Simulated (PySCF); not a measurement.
C2H14N2Si3

C2H14N2Si3 is a molecule, neutral, singlet. The structure, one conformer, was relaxed in the gas phase by PBE0-D3(BJ)/def2-SVP. No frequency run checks that it is a minimum.

SMILES: C[Si](C)(N[SiH3])N[SiH3]

```xyz
21

Si    0.692    0.120   -0.203
C     2.133    0.769    0.802
N    -0.609    1.270    0.002
Si   -2.249    1.122   -0.551
N     0.137   -1.438    0.359
Si   -0.759   -1.759    1.814
C     1.180   -0.099   -1.999
H     1.869    0.848    1.868
H     2.993    0.086    0.721
H     2.457    1.762    0.453
H    -0.369    2.125    0.495
H    -2.688    2.351   -1.287
H    -3.231    0.902    0.559
H    -2.313   -0.050   -1.475
H     0.284   -2.221   -0.269
H    -0.498   -0.650    2.779
H    -2.241   -1.848    1.601
H    -0.320   -3.055    2.420
H     1.989   -0.838   -2.115
H     0.323   -0.431   -2.606
H     1.535    0.857   -2.416
```
Atoms count from 1 in this order.

Shieldings: GIAO PBE0/pcSseg-1. Shifts are against computed references at the same level: C TMS (σ 184.4 ppm), H TMS (σ 31.27 ppm), Si TMS (σ 352.0 ppm). Core levels by delta-SCF with SCAN, pcX-2 on the ionised atom and pcseg-1 elsewhere, spin-free X2C (2p3/2 is the spin-free 2p value less a third of a first-order spin-orbit splitting); from the vacuum level, for chosen atoms.

Give the NMR and core-level values of the distinct atoms.


```json
{"atoms": "Si1", "bonded to": "2 C + 2 N", "σ (ppm)": "352.1", "δ (ppm)": "-0.1", "core level (eV)": "2p3/2 106.49"}
{"atoms": "C2", "bonded to": "1 Si + 3 H", "σ (ppm)": "183.5", "δ (ppm)": "0.9", "core level (eV)": "1s 289.90"}
{"atoms": "N3", "bonded to": "2 Si + 1 H", "σ (ppm)": "241.5", "δ (ppm)": "-", "core level (eV)": "1s 403.78"}
{"atoms": "Si4", "bonded to": "1 N + 3 H", "σ (ppm)": "410.3", "δ (ppm)": "-58.3", "core level (eV)": "-"}
{"atoms": "N5", "bonded to": "2 Si + 1 H", "σ (ppm)": "242.3", "δ (ppm)": "-", "core level (eV)": "1s 403.76"}
{"atoms": "Si6", "bonded to": "1 N + 3 H", "σ (ppm)": "410.1", "δ (ppm)": "-58.1", "core level (eV)": "-"}
{"atoms": "C7", "bonded to": "1 Si + 3 H", "σ (ppm)": "183.4", "δ (ppm)": "1.0", "core level (eV)": "1s 289.90"}
{"atoms": "H8 H9 H10", "bonded to": "1 C", "σ (ppm)": "31.16", "δ (ppm)": "0.11", "core level (eV)": "-"}
{"atoms": "H11", "bonded to": "1 N", "σ (ppm)": "31.53", "δ (ppm)": "-0.26", "core level (eV)": "-"}
{"atoms": "H12 H13 H14", "bonded to": "1 Si", "σ (ppm)": "26.58", "δ (ppm)": "4.69", "core level (eV)": "-"}
{"atoms": "H15", "bonded to": "1 N", "σ (ppm)": "31.50", "δ (ppm)": "-0.23", "core level (eV)": "-"}
{"atoms": "H16 H17 H18", "bonded to": "1 Si", "σ (ppm)": "26.58", "δ (ppm)": "4.68", "core level (eV)": "-"}
{"atoms": "H19 H20 H21", "bonded to": "1 C", "σ (ppm)": "31.16", "δ (ppm)": "0.11", "core level (eV)": "-"}
```

Values are those of this one static structure, with the three H of a rotating XH3 group averaged; atoms that internal rotation interchanges would show their mean in an NMR spectrum.

By CAM-B3LYP/def2-SVPD (TDDFT singlets, Tamm-Dancoff triplets, ionisation by delta-SCF), where does absorption start, and what does vertical ionisation take?

The lowest singlet lies at 6.26 eV (f 0.018), the lowest triplet at 5.98 eV; vertical ionisation takes 8.92 eV.
